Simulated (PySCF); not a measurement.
PySCF 2.14 output of a UHF calculation on a single atom or ion in dyall-acv3z (19s12p6d4f, 113 functions), with scalar relativity by spin-free X2C-1e:

```
SCF conv_tol = 1e-09
number electrons alpha = 9  beta = 6
cycle= 1 E= -341.196909907102  delta_E= -0.00358  |g|= 0.0225  |ddm|= 0.0999
cycle= 2 E= -341.199907588258  delta_E= -0.003  |g|= 0.0199  |ddm|= 0.247
cycle= 3 E= -341.20723431694  delta_E= -0.00733  |g|= 0.031  |ddm|= 0.424
cycle= 4 E= -341.196690514542  delta_E= 0.0105  |g|= 0.00403  |ddm|= 0.854
cycle= 5 E= -341.196694441508  delta_E= -3.93e-06  |g|= 0.00252  |ddm|= 0.0338
cycle= 6 E= -341.196707147823  delta_E= -1.27e-05  |g|= 0.000619  |ddm|= 0.016
cycle= 7 E= -341.196707619635  delta_E= -4.72e-07  |g|= 0.000179  |ddm|= 0.00393
cycle= 8 E= -341.196707616373  delta_E= 3.26e-09  |g|= 4.46e-05  |ddm|= 0.00152
cycle= 9 E= -341.196707614763  delta_E= 1.61e-09  |g|= 8.09e-06  |ddm|= 0.000514
cycle= 10 E= -341.196707614703  delta_E= 6.01e-11  |g|= 3.22e-06  |ddm|= 0.000139
converged SCF energy = -341.196707614703  <S^2> = 3.7555624  2S+1 = 4.0027802
```

The run itself started from symmetry-adapted Hartree-Fock orbitals and held the occupation by maximum overlap, so the iterations belong to that start.

Question: Which element, charge and spin multiplicity is this?

Answer: P (phosphorus, neutral), multiplicity 4; the state was [Ne] 3s2 3p2 3d1, one real determinant (an excited configuration).

⟨L²⟩ = 8.01 against 12 for a pure F term, so this real determinant mixes terms. The outer electron is Rydberg-like, and this basis confines it to a smaller radius and binds it less than a complete one would.
